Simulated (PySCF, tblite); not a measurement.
One entry of a table of gas-phase calculations, keyed by method. Lists by class give the value and the number of equivalent atoms.

```json
{
 "formula": "C5H13NOSi2",
 "smiles": "C[SiH](C)/C=C\\C(=O)N[SiH3]",
 "charge": 0,
 "multiplicity": 1,
 "geometry_level": "GFN2-xTB",
 "atoms_angstrom": [
  ["C", -2.149, 1.35, -0.24],
  ["Si", -1.786, -0.48, -0.617],
  ["C", -1.606, -1.622, 0.894],
  ["C", -0.544, -0.791, -2.027],
  ["C", 0.755, -0.518, -1.939],
  ["C", 1.255, 0.047, -0.692],
  ["O", 0.512, 0.274, 0.264],
  ["N", 2.551, 0.345, -0.531],
  ["Si", 2.835, 1.009, 1.075],
  ["H", -2.202, 1.93, -1.157],
  ["H", -1.397, 1.795, 0.399],
  ["H", -3.11, 1.436, 0.258],
  ["H", -3.029, -0.963, -1.292],
  ["H", -0.835, -1.284, 1.574],
  ["H", -2.545, -1.659, 1.438],
  ["H", -1.366, -2.635, 0.586],
  ["H", -0.922, -1.213, -2.948],
  ["H", 1.472, -0.688, -2.733],
  ["H", 3.208, 0.183, -1.275],
  ["H", 2.098, 2.258, 1.202],
  ["H", 4.282, 1.251, 1.017],
  ["H", 2.514, -0.006, 2.068]
 ],
 "electronic_structure_code": "PySCF",
 "results": {
  "GFN2-xTB geometry": {
   "point_group": "Cs",
   "rotational_constants_GHz": [1.948, 0.688, 0.62]
  },
  "PBE0/pcSseg-1 ground state and GIAO shieldings, non-relativistic": {
   "dipole_D": 3.38,
   "homo_eV": -7.75,
   "lumo_eV": -1.67,
   "shift_vs_computed_TMS_C_by_class_ppm": [
    [177.3, 1],
    [171.6, 1],
    [136.7, 1],
    [-2.4, 2]
   ],
   "shift_vs_computed_TMS_H_by_class_ppm": [
    [7.73, 1],
    [6.63, 1],
    [4.78, 1],
    [4.63, 1],
    [4.61, 3],
    [0.4, 6]
   ],
   "shielding_other_nuclei_by_class_ppm": [
    ["N", 148.1, 1],
    ["O", -61.6, 1],
    ["Si", 389.0, 1],
    ["Si", 421.6, 1]
   ],
   "charges_hirshfeld_e_by_atom": [-0.22, 0.35, -0.22, -0.1, -0.07, 0.18, -0.18, -0.19, 0.35, 0.04, 0.03, 0.04, -0.12, 0.03, 0.04, 0.04, 0.05, 0.05, 0.14, -0.07, -0.09, -0.07]
  },
  "GFN2-xTB harmonic vibrations, gas phase": {
   "strongest_ir_bands_cm-1_km_per_mol_modes": [
    [802.9, 325.8, 1],
    [880.5, 272.2, 1],
    [1437.8, 589.3, 1],
    [2020.1, 483.9, 1],
    [2228.1, 368.3, 1],
    [2323.6, 346.8, 1]
   ],
   "zpe_kcal_per_mol": 103.2
  }
 }
}
```

The rotational constants make it an asymmetric top with κ = (2B − A − C)/(A − C) = -0.90, nearer the prolate limit (−1). The dipole matches unit charges of opposite sign 0.70 Å apart (1 e·Å = 4.8032 D).

 NMR classes are plain means over equivalent atoms (diastereotopic ones count apart unless rotation or inversion swaps them), as if these changed places fast; in this geometry the members of some classes differ.

For the vibration job (GFN2-xTB), on one thread, Arm Neoverse V1 (aarch64), shared host, this took 1.2 s wall.

Shape of the structure used: `[CH3:1][SiH:2]([CH3:3])/[CH:4]=[CH:5]\[C:6](=[O:7])[NH:8][SiH3:9]`: C1–Si2–C4–C5 70°, C4–C5–C6–O7 0°, C5–C6–N8–Si9 180°.

One conformer stands for the species.
